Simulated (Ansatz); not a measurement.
Relaxation of C$_{3}$H$_{10}$O$_{3}$Si (17 atoms, charge 0, multiplicity 1), to a largest force component of 0.02 eV/Å in at most 40 steps.

Computed with RHF/def2-SVP in Ansatz 0.2.0.

```xyz
17
Properties=species:S:1:pos:R:3
Si 0.000 0.000 0.000
O 0.000 0.000 1.680
H -0.909 -0.281 2.017
O 1.584 0.000 -0.559
C 2.350 -1.163 -0.836
H 1.719 -1.905 -1.367
H 3.218 -0.893 -1.473
H 2.714 -1.602 0.116
C -0.881 1.526 -0.623
H -1.933 1.272 -0.867
H -0.862 2.311 0.162
H -0.370 1.903 -1.534
O -0.791 -1.371 -0.559
C -1.536 -2.268 0.250
H -1.225 -2.158 1.310
H -2.619 -2.040 0.157
H -1.349 -3.311 -0.083
```

Q: Where does it end, and by what steps?

A: It converged. After 18 steps the energy has fallen by 0.547 eV; H11 moved furthest, 1.05 Å.

```json
{"step": "0", "energy less start (eV)": "0.0000", "largest force component (eV/Å)": "2.986", "accepted": "yes"}
{"step": "1", "energy less start (eV)": "-0.3157", "largest force component (eV/Å)": "1.404", "accepted": "yes"}
{"step": "2", "energy less start (eV)": "-0.4036", "largest force component (eV/Å)": "0.346", "accepted": "yes"}
{"step": "3", "energy less start (eV)": "-0.4469", "largest force component (eV/Å)": "0.515", "accepted": "yes"}
{"step": "4", "energy less start (eV)": "-0.4622", "largest force component (eV/Å)": "0.523", "accepted": "yes"}
{"step": "5", "energy less start (eV)": "-0.4872", "largest force component (eV/Å)": "0.216", "accepted": "yes"}
{"step": "6", "energy less start (eV)": "-0.5039", "largest force component (eV/Å)": "0.156", "accepted": "yes"}
{"step": "7", "energy less start (eV)": "-0.3726", "largest force component (eV/Å)": "1.507", "accepted": "no"}
{"step": "8", "energy less start (eV)": "-0.5100", "largest force component (eV/Å)": "0.098", "accepted": "yes"}
{"step": "9", "energy less start (eV)": "-0.5193", "largest force component (eV/Å)": "0.155", "accepted": "yes"}
{"step": "10", "energy less start (eV)": "-0.5186", "largest force component (eV/Å)": "0.471", "accepted": "no"}
{"step": "11", "energy less start (eV)": "-0.5257", "largest force component (eV/Å)": "0.133", "accepted": "yes"}
{"step": "12", "energy less start (eV)": "-0.5321", "largest force component (eV/Å)": "0.109", "accepted": "yes"}
{"step": "13", "energy less start (eV)": "-0.5341", "largest force component (eV/Å)": "0.241", "accepted": "yes"}
{"step": "14", "energy less start (eV)": "-0.5394", "largest force component (eV/Å)": "0.099", "accepted": "yes"}
{"step": "15", "energy less start (eV)": "-0.5434", "largest force component (eV/Å)": "0.121", "accepted": "yes"}
{"step": "16", "energy less start (eV)": "-0.5446", "largest force component (eV/Å)": "0.145", "accepted": "yes"}
{"step": "17", "energy less start (eV)": "-0.5459", "largest force component (eV/Å)": "0.141", "accepted": "yes"}
{"step": "18", "energy less start (eV)": "-0.5467", "largest force component (eV/Å)": "0.012", "accepted": "yes"}
```

```xyz
17
Properties=species:S:1:pos:R:3
Si -0.244 0.005 -0.023
O 0.296 0.049 1.537
H -0.314 0.190 2.243
O 1.035 -0.501 -0.903
C 2.183 -1.216 -0.568
H 2.057 -2.276 -0.800
H 3.021 -0.839 -1.154
H 2.425 -1.118 0.491
C -0.843 1.645 -0.643
H -1.740 1.965 -0.109
H -0.075 2.411 -0.518
H -1.091 1.580 -1.704
O -1.509 -1.036 -0.135
C -1.514 -2.422 -0.006
H -1.064 -2.744 0.938
H -2.545 -2.774 -0.028
H -0.971 -2.899 -0.826
```

Whether the end is a true minimum wasn't checked by a vibrational analysis.

Time of the run: 35 s on 4 threads of Arm Neoverse V1, on a shared host, peak memory 0.44 GiB.
